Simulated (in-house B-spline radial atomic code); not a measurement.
# Ionising the aluminium ion Al⁷⁺ with different functionals

Computed with an all-electron radial atomic-structure program (B-spline basis): four-component Dirac-Coulomb Hamiltonian, Fermi nucleus of rms radius 3.061 fm, spin-restricted, spherical fractional occupations for the functionals. The ionisation energy is the difference of two self-consistent energies, [He] 2s2 2p2 → [He] 2s2 2p1, without Breit or QED terms; ε is the level of the shell that loses the electron (mean over j). The electron is taken from both j subshells in proportion to 2j + 1, so the result is a j average, not the step between ground levels.

Hybrids are left out here: with spherical fractional occupations of an open shell their exact exchange keeps a self-interaction that integer-occupation calculations don't have.

| method | rung | ΔSCF (eV) | -ε(2p) (eV) |
| --- | --- | --- | --- |
| LDA VWN5 | LDA | 282.07 | 259.54 |
| relativistic LDA | LDA | 282.03 | 259.50 |
| LDA PW92 | LDA | 282.05 | 259.53 |
| LDA exchange-only | LDA | 279.80 | 257.28 |
| PBE | GGA | 282.16 | 259.61 |
| PBEsol | GGA | 281.75 | 259.25 |
| BLYP | GGA | 282.43 | 259.84 |
| RPBE | GGA | 281.97 | 259.47 |
| PW91 | GGA | 282.47 | 259.91 |
| BP86 | GGA | 282.29 | 259.76 |
| AM05 | GGA | 281.59 | 259.13 |
| OLYP | GGA | 282.10 | 259.75 |

Q: How do they compare with the NIST value?

A: NIST lists 284.64 eV ± 0.07 (semi-empirical, ground level to ground level). Errors run from -4.84 to -2.17 eV. The correlated functionals all miss on the same side by more than they spread, so the cause is common to them (Breit-QED terms, spin polarisation, the choice among j levels, multiplet and fine-structure energies, or a listed next ion that isn't the cheapest removal here) and closeness doesn't rank the functionals.
